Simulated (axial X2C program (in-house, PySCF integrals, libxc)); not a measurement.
# Correcting the dissociation energy of ZrI for spin–orbit coupling

A spin-free CCSD(T) curve (one-electron X2C) was computed with an axial X2C code built on PySCF integrals, basis I dyall-cv3z [11s12p8d4f1g], Zr dyall-cv3z [11s12p9d6f3g] (cores contracted in-house), for the state M_S = 3/2, Λ = 0 (beyond evenly filled blocks: σα, δ+α, δ-α). It gives D0 = 3.108 eV to I + Zr, which in a spin-free picture are the weighted means of the ground terms.

Correlated methods: 19 electrons correlated (number of frozen shells: I 4 s, 3 p, 2 d; Zr 3 s, 2 p, 1 d), 357 virtual spin orbitals or spinors in MP2, 140 natural virtuals in coupled cluster.

Measured levels of the ground terms (NIST Handbook of Basic Atomic Spectroscopic Data), in cm⁻¹: I 2P: J = 3/2 at 0, J = 1/2 at 7603.1; Zr 3F: J = 2 at 0, J = 3 at 570.4, J = 4 at 1240.8.

The molecular state has Λ = 0, so it has no first-order lowering.

Q: How far does each ground level lie under the (2J+1)-weighted mean of its term?

A: I: (4 × 0 + 2 × 7603.1)/6 = 2534 cm⁻¹; Zr: (5 × 0 + 7 × 570.4 + 9 × 1240.8)/21 = 722 cm⁻¹.

Q: Correct D0.

A: D0 = 3.108 + (0 − 3256)/8065.5 = 2.704 eV at CCSD(T) with these spin–orbit terms.

Second-order spin–orbit effects in the molecule, which grow quickly with Z, are left out. The state is a single determinant with fixed occupations, the lowest that a limited PBE0 search found. De is counted from the lowest determinant-based energies of the atoms at the same level, without counterpoise correction. Coupled cluster ran in a truncated set of natural virtual spinors; the MP2 energy of the rest was added. (T) has no such correction and the atoms are truncated less, which lowers De at CCSD(T) by a hundredth of an eV or more. Other states lie close and PBE0, whose exact exchange favours high spin, may order them wrongly; the determinant shown need not be the ground state. The nearest other spin-free determinant of the search, M_S = 3/2, Λ = 3, lies 0.06 eV up at the distance of the search. With spin–orbit coupling the lowest determinant has another configuration, so this spin-free state is a model.
